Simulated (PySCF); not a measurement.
Sn(Cl)(NMe2) (C₂H₆ClNSn), SMILES C[N](C)[Sn][Cl] (connectivity only; charge and spin as stated), neutral, multiplicity 1.

Geometry: B3LYP-D3(BJ)/def2-SVP. The def2 effective core potentials stand for the cores of Sn; spin–orbit coupling is left out. The values are those of a single conformer.

Method: TDDFT-LC-ωPBE/def2-SVPD (PySCF).

Vertical excitations.  State labels are in the subgroup Cs.

| state | symmetry | energy (eV) | λ (nm) | f | main pairs |
|---|---|---|---|---|---|
| S1 | A' | 4.32 | 287 | 0.114 | HOMO→LUMO 96 % |
| S2 | A" | 4.37 | 284 | 0.054 | HOMO−1→LUMO 98 % |
| S3 | A" | 5.51 | 225 | 0.000 | HOMO→LUMO+1 91 % |
| S4 | A" | 6.00 | 207 | 0.003 | HOMO−2→LUMO 96 % |
| S5 | A' | 6.16 | 201 | 0.119 | HOMO−1→LUMO+1 57 %, HOMO−3→LUMO 37 % |
| S6 | A" | 6.41 | 193 | 0.003 | HOMO→LUMO+3 73 %, HOMO−4→LUMO 12 % |
| S7 | A" | 6.46 | 192 | 0.002 | HOMO−4→LUMO 82 % |
| S8 | A' | 6.52 | 190 | 0.202 | HOMO−3→LUMO 56 %, HOMO−1→LUMO+1 33 % |
| S9 | A" | 6.89 | 180 | 0.006 | HOMO→LUMO+2 68 %, HOMO→LUMO+4 19 % |
| S10 | A' | 7.29 | 170 | 0.281 | HOMO−1→LUMO+2 36 %, HOMO−2→LUMO+1 26 %, HOMO−1→LUMO+3 25 % |
| T1 | A' | 2.99 | 415 | 0 | HOMO→LUMO 94 % |
| T2 | A" | 3.10 | 400 | 0 | HOMO−1→LUMO 94 % |
| T3 | A' | 4.82 | 257 | 0 | HOMO−1→LUMO+1 84 % |
| T4 | A" | 5.38 | 230 | 0 | HOMO→LUMO+1 85 % |
Triplets are in the Tamm–Dancoff approximation, which puts them higher than full response would, so one can lie above its singlet here.
